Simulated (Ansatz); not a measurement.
Input file for `C[CH2][In][Br]` radical:

```yaml
crystal:
  periodic: [false, false, false]
  atoms:
    - {symbol: C, position_ang: [-0.628249, 0.718552, 0.191603]}
    - {symbol: C, position_ang: [0.393690, -0.229325, 0.773100]}
    - {symbol: In, position_ang: [0.785576, -1.934207, -0.664303]}
    - {symbol: Br, position_ang: [0.751790, -1.054428, -3.052896]}
    - {symbol: H, position_ang: [-1.610326, 0.251881, 0.086423]}
    - {symbol: H, position_ang: [-0.755763, 1.589856, 0.845732]}
    - {symbol: H, position_ang: [-0.331659, 1.087956, -0.792079]}
    - {symbol: H, position_ang: [1.387661, 0.211488, 0.879966]}
    - {symbol: H, position_ang: [0.095981, -0.688072, 1.715454]}
basis:
  gaussian: {orbitals: def2-TZVPP}
magnetization: {spin_polarized: true, initial_magnetization: 1}
correlation: {method: ccsd_t}
scf: {omitted_lower_state_checks: [cluster_reference]}
```

```sh
$ ansatz run in.yaml --threads 2 --pin off --events-out ev --progress --plain --max-ram 32768MiB --backend cuda --devices 0, --max-vram 18GiB
```

Log, shortened:

```
Functional definition: HF
1567 factors; integrals over basis functions are off by at most 1.1e-3 eV
mean field evaluation 1: about -77286.2442 eV, gradient 2.4e1 eV
mean field evaluation 2: about -77286.2483 eV, gradient 2.4e1 eV
mean field evaluation 4: about -77289.7345 eV, gradient 2.8e0 eV
mean field evaluation 8: about -77289.8735 eV, gradient 2.3e-1 eV
mean field -77289.87521307 eV, -2840.3505251212 hartree, gradient 6.3e-6 eV, S^2 0.799523; 0 other end points of the search recorded, 0 dependent functions left out
15 core orbitals not correlated: weight in the atoms' cores, before any rotation towards them, 1.000 or more for the frozen orbitals, at most 0.000 for the correlated occupied ones
reference -77289.87521307 eV, -2840.3505251212 hartree; 22, 21 occupied and 193, 194 virtual orbitals, 1567 factors
second order -24.24211518 eV of doubles, -0.00000000 eV of singles
cycle   1  -24.24788073 eV  change   -5.8e-3 eV  update   1.1e-1
cycle   2  -24.84080186 eV  change   -5.9e-1 eV  update   3.3e-2
cycle   3  -24.94828437 eV  change   -1.1e-1 eV  update   2.0e-2
cycle   4  -24.93510072 eV  change    1.3e-2 eV  update   7.0e-3
cycle   5  -24.93234447 eV  change    2.8e-3 eV  update   3.6e-3
cycle   6  -24.93362053 eV  change   -1.3e-3 eV  update   1.2e-3
cycle   7  -24.93345545 eV  change    1.7e-4 eV  update   5.9e-4
cycle   8  -24.93353165 eV  change   -7.6e-5 eV  update   2.5e-4
cycle   9  -24.93358281 eV  change   -5.1e-5 eV  update   1.3e-4
cycle  10  -24.93349735 eV  change    8.5e-5 eV  update   4.8e-5
cycle  11  -24.93353112 eV  change   -3.4e-5 eV  update   2.6e-5
perturbative correction -0.88971967 eV, -0.0326965948 hartree
Total energy: -77315.69846386 eV, -2841.2995120840 hartree
Checks for a lower state left out: cluster_reference
```

Hardware: 2 threads of an AMD EPYC 7R13 on a shared host and a share of an NVIDIA H100 80 GB. Wall time 13 s, peak host memory 1.1 GiB.

Correlation energy per correlated electron: -0.601 eV. T1 diagnostic: 0.0145.
